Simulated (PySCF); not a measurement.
Members of one family of related compounds. Level of theory: TDDFT PBE0/def2-SVPD, vertical, gas phase, core orbitals frozen in the response in PySCF 2.14.0, density-fitted response routines. Geometries: PBE0-D3(BJ)/def2-SVP; one conformer of each isolated species. Triplets are in the Tamm–Dancoff approximation. 'Strongest' means the level of largest summed f among the lowest 10 singlets; it needn't be the same kind of state in each. Relativistic effects are left out although some hold elements past zinc.

Problem. Rank by computed lowest singlet excitation energy, lowest first.
A. `[Ga]1([CH2]CC[CH2]1)[Cl]`
B. `[F][Ga]1[CH2]CC[CH2]1`
C. `[SiH3][NH][Ga]1[CH2]CC[CH2]1`
D. `c1cs[c]([Ga]2[CH2]CC[CH2]2)c1`
E. `C[NH][Ga]1[CH2]CC[CH2]1`

Solution. D (4.30 eV), A (4.71 eV), B (4.95 eV), C (5.16 eV), E (5.30 eV).

```json
{"SMILES": "c1cs[c]([Ga]2[CH2]CC[CH2]2)c1", "S1 (eV)": "4.30", "HOMO (eV)": "-6.85", "strongest (eV)": "5.00", "α (au)": "138.9", "f (S1)": "0.000", "S1 mainly": "H→L (97%)"}
{"SMILES": "[Cl][Ga]1[CH2]CC[CH2]1", "S1 (eV)": "4.71", "HOMO (eV)": "-7.15", "strongest (eV)": "7.41", "α (au)": "87.5", "f (S1)": "0.000", "S1 mainly": "H→L (100%)"}
{"SMILES": "[F][Ga]1[CH2]CC[CH2]1", "S1 (eV)": "4.95", "HOMO (eV)": "-7.19", "strongest (eV)": "7.57", "α (au)": "70.8", "f (S1)": "0.000", "S1 mainly": "H→L (100%)"}
{"SMILES": "[SiH3][NH][Ga]1[CH2]CC[CH2]1", "S1 (eV)": "5.16", "HOMO (eV)": "-6.88", "strongest (eV)": "7.05", "α (au)": "109.8", "f (S1)": "0.000", "S1 mainly": "H→L+1 (98%)"}
{"SMILES": "C[NH][Ga]1[CH2]CC[CH2]1", "S1 (eV)": "5.30", "HOMO (eV)": "-6.63", "strongest (eV)": "5.79", "α (au)": "96.1", "f (S1)": "0.000", "S1 mainly": "H-1→L+1 (80%)"}
```

H and L stand for HOMO and LUMO.
